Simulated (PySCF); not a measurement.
C4H11As, SMILES CC(C)(C)[AsH2]. Geometry: PBE-D3(BJ)/def2-SVP.

Give the equilibrium geometry at PBE-D3(BJ)/def2-SVP (PySCF confirms it by a frequency run) as Cartesian coordinates in Å, and its point group. (An estimate is asked for; the answer gives what the named calculation found.)

point group Cs.
```xyz
16

C     -1.3653    -1.4470     0.0000
C     -0.8402    -0.0078     0.0000
C     -1.3056     0.7357    -1.2607
C     -1.3056     0.7357     1.2607
As     1.1927     0.0551     0.0000
H     -2.4790    -1.4485     0.0000
H     -1.0292    -2.0066     0.8961
H     -1.0292    -2.0066    -0.8961
H     -0.9264     1.7779    -1.2905
H     -2.4166     0.7831    -1.2875
H     -0.9727     0.2235    -2.1870
H     -0.9264     1.7779     1.2905
H     -0.9727     0.2235     2.1870
H     -2.4166     0.7831     1.2875
H      1.3546    -1.0119     1.1033
H      1.3546    -1.0119    -1.1033
```
